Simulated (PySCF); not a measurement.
## UHF on Pt⁺ (platinum, charge +1)

Configuration: [Xe] 4f14 5d8 6p1, one real determinant (an excited configuration). All numbers are calculated (PySCF 2.14, a scalar-relativistic core potential, in def2-TZVPPD with the def2 core potential (60 electrons) (6s5p3d2f1g, 59 functions)).

* Total energy: -117.867611 hartree
* One-electron energy: -199.9964 hartree
* Hartree (Coulomb) energy: 92.6461 hartree
* Exchange energy: -10.5173 hartree
* ⟨S²⟩: 3.7531
* ⟨L²⟩: 14.052
* Sum of ⟨r⟩: 25.37 bohr
* Sum of ⟨r²⟩: 51.59 bohr²
* Traceless quadrupole moment −½Σ⟨3z² − r²⟩ along its main axis: -7.34 e·bohr²

| shell | electrons | mean orbital energy (eV) | spread (eV) | rms radius, mean of both spins (bohr) |
| --- | --- | --- | --- | --- |
| 5s α | 1 | -136.03 | 0 | 1.03 |
| 5s β | 1 | -132.84 | 0 | 1.03 |
| 5p α | 3 | -84.707 | 0.095 | 1.19 |
| 5p β | 3 | -80.371 | 0.281 | 1.19 |
| 5d α | 5 | -25.463 | 1.314 | 1.69 |
| 5d β | 3 | -23.662 | 0.319 | 1.69 |
| 6p α | 1 | -10.092 | 0 | 4.25 |

⟨L²⟩ = 14.05 against 20 for a pure G term, so this real determinant mixes terms. Energies and moments cover only the electrons outside the core potential. Spin-orbit coupling, absent here, splits the open shell strongly.
